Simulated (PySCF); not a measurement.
**Frontier levels across methods**

Species: C3H10BN.
Z-matrix (Å and degrees, PBE0-D3(BJ)/def2-SVP geometry), rows numbered from 1:
```
C 
C   1  1.3412
B   2  1.5905  1  128.90
N   3  1.6189  2  108.09  1     0.12
C   4  1.4640  3  115.20  2   178.85
H   1  1.0955  2  122.93  3  -179.86
H   1  1.1007  2  122.98  3     0.35
H   2  1.0999  1  115.67  3   179.79
H   3  1.2303  2  112.96  1   116.56
H   3  1.2300  2  113.33  1  -116.55
H   4  1.0226  3  107.26  2   -57.56
H   4  1.0229  3  107.22  2    55.21
H   5  1.0999  4  111.84  3   180.00
H   5  1.0970  4  108.66  3    58.65
H   5  1.0970  4  108.63  3   -58.63
```

Basis pcSseg-1 throughout (PySCF), one geometry. The structure is a single PBE0-D3(BJ)/def2-SVP conformer in the gas phase; no vibrational or solvent corrections.

Task: How do the orbital energies, the gap and the dipole change with the method?

Result: 
| method | kind | HOMO (eV) | LUMO (eV) | gap (eV) | μ (D) | SCF cycles |
| --- | --- | --- | --- | --- | --- | --- |
| BLYP | GGA | -5.23 | -0.43 | 4.80 | 4.89 | 14 |
| OPBE | GGA | -5.32 | -0.14 | 5.18 | 4.94 | 14 |
| B97-D | GGA | -5.33 | -0.28 | 5.05 | 4.91 | 14 |
| PBE | GGA | -5.38 | -0.43 | 4.95 | 4.90 | 14 |
| KT3 | GGA | -5.39 | -0.56 | 4.83 | 4.86 | 14 |
| KT2 | GGA | -5.40 | -0.53 | 4.86 | 4.84 | 14 |
| BP86 | GGA | -5.48 | -0.35 | 5.14 | 4.92 | 14 |
| LDA | LDA | -5.52 | -0.62 | 4.90 | 4.89 | 13 |
| B97-2 | global hybrid | -6.25 | 0.48 | 6.74 | 4.97 | 13 |
| B3LYP | global hybrid | -6.29 | 0.12 | 6.41 | 4.95 | 13 |
| PBE0 | global hybrid | -6.50 | 0.47 | 6.97 | 4.97 | 14 |
| mPW1PW91 | global hybrid | -6.53 | 0.47 | 7.00 | 4.98 | 13 |
| BHandHLYP | global hybrid | -7.48 | 1.18 | 8.66 | 5.00 | 12 |
| CAM-B3LYP | range-separated hybrid | -7.82 | 1.32 | 9.15 | 4.98 | 12 |
| wB97X-D | range-separated hybrid | -8.35 | 2.31 | 10.67 | 5.02 | 12 |
| HF | Hartree–Fock | -8.93 | 3.44 | 12.38 | 5.09 | 11 |
| LC-wPBE | range-separated hybrid | -9.21 | 2.72 | 11.93 | 5.05 | 12 |

The HOMO spans 3.98 eV, from BLYP down to LC-wPBE, and the gap runs from 4.80 eV (BLYP) to 12.38 eV (HF). Over the methods BLYP (0 %), OPBE (0 %), B97-D (0 %), PBE (0 %), KT3 (0 %), KT2 (0 %), BP86 (0 %), LDA (0 %), B97-2 (21 %), B3LYP (20 %), PBE0 (25 %), mPW1PW91 (25 %), BHandHLYP (50 %), HF (100 %), a straight line through the gap against the share of exact exchange rises by 0.74 eV for each 10 % (correlation coefficient 0.998). The dipole ranges from 4.84 D (KT2) to 5.09 D (HF). This basis has no diffuse functions.

The vertical ΔSCF ionisation energy at CAM-B3LYP/def2-SVPD is 8.75 eV; −ε(HOMO) comes closest to it with HF (8.93 eV).
